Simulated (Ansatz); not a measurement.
Calculated with Ansatz (gas phase, PBE0-D4/def2-TZVP geometries, no zero-point term in ΔE). CBS: MP2 limit from def2 TZ/QZ plus the TZ coupled-cluster correction, frozen cores. DFT in def2-TZVPP. B3LYP here is the variant with VWN-RPA as its local correlation; programs differ in this. HSE06 is defined as in plane-wave codes. Elements past krypton have def2 core potentials. For Sn, Te outer-core shells are correlated without core-valence functions, which leaves a few kJ/mol of doubt a bond. Each species was taken in one conformer, which may not be the lowest.

Consider the redistribution: `[CH3][Sn]([Cl])([Cl])[Cl]` + `SC[TeH]` → `[SH][Sn]([Cl])([Cl])[Cl]` + `CC[TeH]`.

(1) Is it downhill or uphill in electronic energy at CCSD(T)/CBS, and by how much? (An estimate is asked.)

(2) What do these levels give: B3LYP-D4, r2SCANh-D4, r2SCAN0-D4, CAM-B3LYP-D4, BLYP, PBE0, HSE06, RPA@PBE/def2-TZVPP, CCSD/def2-SVP, SCS-MP2/def2-QZVPP, HF/CBS(def2), MP2/CBS(def2)? (An estimate is asked.)

(3) What do rigid-rotor, harmonic-oscillator terms from PBE0-D4/def2-TZVP frequencies (298.15 K, 1 bar) make of the CCSD(T)/CBS value? (Best estimate.)

Largest T1 diagnostic among the species: 0.011.

## Answers

(1) Computed: Downhill: ΔE = -0.67 eV.

(2) The calculation gave: B3LYP-D4 -0.69, r2SCANh-D4 -0.70, r2SCAN0-D4 -0.71, CAM-B3LYP-D4 -0.69, BLYP -0.66, PBE0 -0.69, HSE06 -0.69, RPA@PBE/def2-TZVPP -0.65, CCSD/def2-SVP -0.84, SCS-MP2/def2-QZVPP -0.66, HF/CBS(def2) -0.76, MP2/CBS(def2) -0.66 eV.

(3) Computed: ΔZPE = +0.04 eV, ΔH = -0.62 eV, ΔS = 9 J/(mol·K), ΔG = -0.65 eV. Modes under 50 cm⁻¹ make the entropy rough.

From BLYP to BHLYP (50 % exact exchange), in def2-TZVPP and without D4, ΔE moves by −0.06 eV. Leaving LDA and LC-ωPBE aside and taking each functional with its dispersion term where it has one, the values, not all of them listed here, spread over 0.07 eV, from B97M-V to ωB97X-V.
